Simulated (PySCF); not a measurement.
# Electric field gradients and quadrupole coupling constants

C7H9ClOSi.
Structure used (GFN2-xTB), in Å, numbered top down from 1:
```
atom  x, y, z in Å
C1    -2.9788   -0.0868   -0.4136
C2    -1.5038   -0.2737   -0.4409
C3    -0.7942   -1.1269   -1.2088
C4     0.6243   -1.0008   -0.9281
C5     0.7865   -0.0594    0.0205
O6     1.8977    0.4088    0.6054
Si7    3.4699    0.0263    0.4114
C8    -0.5464    0.4609    0.3909
C9    -0.7053    1.4113    1.3170
Cl10  -2.1928    2.0699    1.8155
H11   -3.2439    0.9388   -0.6687
H12   -3.4490   -0.7579   -1.1283
H13   -3.3759   -0.2973    0.5791
H14   -1.1967   -1.8124   -1.9323
H15    1.4011   -1.5695   -1.4037
H16    3.7048   -1.3814    0.7358
H17    4.0374    0.9505    1.3801
H18    3.9030    0.2779   -0.9636
H19    0.1521    1.8313    1.8247
```

Field gradients from the PBE0/pcSseg-1 density (PySCF, non-relativistic), principal values in atomic units, ordered |Vxx| ≤ |Vyy| ≤ |Vzz|:

```tsv
atom	Vxx	Vyy	Vzz
O6	-0.6881	-0.9270	1.6151
Cl10	-1.4244	-2.3341	3.7586
```

Task: Find the asymmetry η = (Vxx − Vyy)/Vzz and the couplings χ = eQV/h (234.96 MHz × Q in barn × V in au), with Q(17O) = −0.0256 b, Q(35Cl) = −0.0817 b.

Result: 
| atom | environment | nucleus | η | χzz (MHz) | χxx (MHz) | χyy (MHz) |
| --- | --- | --- | --- | --- | --- | --- |
| O6 | silyl ether oxygen | 17O | 0.15 | -9.72 | 4.14 | 5.58 |
| Cl10 | vinyl chlorine | 35Cl | 0.24 | -72.15 | 27.34 | 44.81 |

The tensor is traceless: Vxx + Vyy + Vzz = 0.

Task: What is Vzz at Cl10 in SI units (1 au = 9.71736 × 10²¹ V/m²)?

Result: 3.7586 au = 36.523 × 10²¹ V/m².

Task: And the gradient at the other heavy atoms, for which no coupling is worked out here?

Result: 
| atom | environment | Vzz (au) | η |
| --- | --- | --- | --- |
| C1 | allylic carbon | 0.071 | 0.39 |
| C2 | fully substituted alkene carbon | -0.183 | 0.69 |
| C3 | alkene CH carbon | 0.264 | 0.51 |
| C4 | alkene CH carbon | 0.145 | 0.47 |
| C5 | vinylic carbon bearing oxygen | -0.307 | 0.59 |
| Si7 | oxygen-bound silicon | 0.633 | 0.09 |
| C8 | fully substituted alkene carbon | 0.261 | 0.39 |
| C9 | vinylic C–Cl carbon | -0.429 | 0.20 |

Were the hydrogens deuterons (Q(2H) = 0.00286 b), χzz would run from 106 kHz (H16 and H18) to 232 kHz (H15).

Isolated species at its GFN2-xTB geometry (one conformer only). GFN2-xTB bond lengths can be off by several hundredths of an ångström, more for odd bonds, and the gradients follow them. With so small a basis the couplings can be 20 % off.
